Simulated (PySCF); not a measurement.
A calculated (wB97M-V, PySCF 2.14, aug-cc-pVTZ-DK, scalar relativity by spin-free X2C-1e) atom or ion has these occupied shells.

```csv
shell,electrons,orbital energy (eV),"rms radius, mean of both spins (bohr)"
1s α,1,-8934.3,0.0601
1s β,1,-8934.2,0.0601
2s α,1,-1120.8,0.255
2s β,1,-1119.1,0.255
2p α,3,-970.00,0.228
2p β,3,-968.57,0.228
3s α,1,-160.75,0.756
3s β,1,-157.46,0.756
3p α,3,-115.99,0.800
3p β,3,-112.43,0.800
3d α,5,-44.583,0.974
3d β,3,-42.543,0.974
4p α,1,-21.335,2.79
```

Q: Name the element and its charge.

A: Cu(2+) (copper, charge +2), in [Ar] 3d8 4p1, one real determinant (an excited configuration).
